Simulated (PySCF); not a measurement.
Does the answer move with the share of exact exchange?

Species: CH₇B₂O₂P.
SMILES: `BOB(P)OC`

Torsions of this conformer, `[BH2:1][O:2][B:3]([PH2:4])[O:5][CH3:6]`: B1–O2–B3–P4 12°, O2–B3–O5–C6 0°, H–P4–B3–O2 52°, H–P4–B3–O2 148°.

PySCF, def2-SVPD basis, density fitting, gas phase, PBE0-D3(BJ)/def2-SVP geometry; singlet excitations by full TDDFT with frozen cores, triplets by Tamm–Dancoff TDDFT and ionisation energies by ΔSCF, from the lowest of the holes tried. One functional is left out:

| functional | exact exchange (%) | HOMO energy (eV) | LUMO energy (eV) | lowest singlet excitation (eV) | lowest triplet excitation (eV) | dipole moment (D) | mean polarisability (au) | vertical ionisation energy (eV) |
| --- | --- | --- | --- | --- | --- | --- | --- | --- |
| LDA | 0 | -6.27 | -2.43 | 3.94 | 3.76 | 1.770 | 81.6 | 9.14 |
| PBE | 0 | -6.17 | -2.15 | 4.11 | 3.90 | 1.754 | 80.2 | 9.02 |
| PBE0 | 25 | -7.31 | -1.13 | 5.07 | 4.66 | 1.698 | 76.3 | 9.36 |
| BHandHLYP | 50 | -8.33 | -0.09 | 5.82 | 5.23 | 1.621 | 73.4 | 9.45 |

Task: Predict the row of B3LYP (20 % exact exchange) by straight lines through the other rows, and check it.

Result: 
```tsv
property	line	computed	computed − line	PBE0 (25 %), for comparison
HOMO energy (eV)	-7.07	-7.09	-0.02	-7.31
LUMO energy (eV)	-1.39	-1.36	+0.03	-1.13
lowest singlet excitation (eV)	4.78	4.87	+0.09	5.07
lowest triplet excitation (eV)	4.42	4.56	+0.14	4.66
dipole moment (D)	1.707	1.669	-0.038	1.698
mean polarisability (au)	77.7	77.0	-0.7	76.3
vertical ionisation energy (eV)	9.25	9.36	+0.11	9.36
```

Task: Which of these properties follows the share of exact exchange most closely, and which least?

Result: Most closely the HOMO energy, least the vertical ionisation energy; the correlations over the tabulated rows are HOMO energy -0.999, dipole moment -0.994, LUMO energy 0.994, lowest singlet excitation 0.993, lowest triplet excitation 0.992, mean polarisability -0.982, vertical ionisation energy 0.939. The HOMO energy moves by -0.423 eV for every 10 %. Functionals with the same share still differ in their other parts: at 0 % LDA and PBE differ by 0.10 eV in it.
